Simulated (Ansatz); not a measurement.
`O=C[SeH]` and `O=C(S)[SeH]` differ in one atom or group.

Ansatz, PBE0-D4/def2-TZVP geometries, multiplicity 1. Each molecule was computed in one conformer, which needn't be the lowest.

Scalar relativity is left out up to krypton. Spin–orbit coupling is left out; it splits and shifts lone-pair levels of the heavy atoms by tenths of an eV.

```csv
property,`O=C[SeH]`
HOMO–LUMO gap (PBE/def2-TZVPP) / eV,4.22
LUMO energy (ωB97M-V/def2-TZVPP) / eV,1.15
HOMO energy (PBE/def2-TZVPP) / eV,-6.42
"ideal-gas entropy at 298 K and 1 bar (rigid rotor, harmonic PBE0-D4/def2-TZVP) / J/(mol·K)",279
HOMO energy (ωB97M-V/def2-TZVPP) / eV,-9.77
HOMO energy (B3LYP/def2-TZVPP) / eV,-7.43
```

Q: What does the change do to each property? (Estimate.)

A: Ansatz gave: 
```
                                                                                  property  `O=C(S)[SeH]`  shift
                                                       HOMO–LUMO gap (PBE/def2-TZVPP) / eV           4.17  -0.05
                                                     LUMO energy (ωB97M-V/def2-TZVPP) / eV           0.63  -0.52
                                                         HOMO energy (PBE/def2-TZVPP) / eV          -6.45  -0.03
ideal-gas entropy at 298 K and 1 bar (rigid rotor, harmonic PBE0-D4/def2-TZVP) / J/(mol·K)            322     43
                                                     HOMO energy (ωB97M-V/def2-TZVPP) / eV          -9.79  -0.02
                                                       HOMO energy (B3LYP/def2-TZVPP) / eV          -7.39   0.04
```

The zero-point energy changes by 0.0 kJ/mol with +3 modes.

B3LYP here is the variant with VWN-RPA as its local correlation; programs differ in this.
